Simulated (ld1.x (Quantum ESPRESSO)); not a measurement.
Configuration tests for carbon (C) (PAW)

ld1.x (Quantum ESPRESSO) 7.5 input, shortened:

```
&input
   title='C', zed=6., rel=1, dft='PBE', iswitch=3,
   config='[He] 2s2 2p2'
 /
 &inputp
   pseudotype=3, lpaw=.true., tm=.true., lloc=-1, rcloc=2.25,
   nlcc=.true., new_core_ps=.true., rcore=0.80,
   which_augfun='PSQ', rmatch_augfun_nc=.true.
 /
4
2S  1  0   2.00   0.00  1.10  1.35  0.0
2S  1  0   0.00   0.05  1.10  1.35  0.0
2P  2  1   2.00   0.00  2.55  2.85  0.0
2P  2  1   0.00   3.30  2.55  2.85  0.0
 &test
   configts(1)='2s2 2p2'
 /
```

Energies are relative to the spin-unpolarised reference configuration 2s2 2p2; without spin polarisation the order of configurations can differ from experiment.

Q: Give the all-electron excitation energy and the error of the potential for: 2s2 2p1; 2s2 2p0; 2s1 2p0; 2s0 2p4; 2s1 2p3; 2s1 2p2; 2s2 2p2.3.

A:

```json
{"valence configuration": "2s2 2p1", "charge": "+1", "ΔE all-electron (eV)": "10.862", "error AE − PS (meV)": "-6.0"}
{"valence configuration": "2s2 2p0", "charge": "+2", "ΔE all-electron (eV)": "35.018", "error AE − PS (meV)": "+6.5"}
{"valence configuration": "2s1 2p0", "charge": "+3", "ΔE all-electron (eV)": "83.212", "error AE − PS (meV)": "+5.2"}
{"valence configuration": "2s0 2p4", "charge": "0", "ΔE all-electron (eV)": "16.975", "error AE − PS (meV)": "-1.6"}
{"valence configuration": "2s1 2p3", "charge": "0", "ΔE all-electron (eV)": "8.478", "error AE − PS (meV)": "-0.5"}
{"valence configuration": "2s1 2p2", "charge": "+1", "ΔE all-electron (eV)": "19.615", "error AE − PS (meV)": "-11"}
{"valence configuration": "2s2 2p2.3", "charge": "-0.3", "ΔE all-electron (eV)": "-1.158", "error AE − PS (meV)": "-1.6"}
```
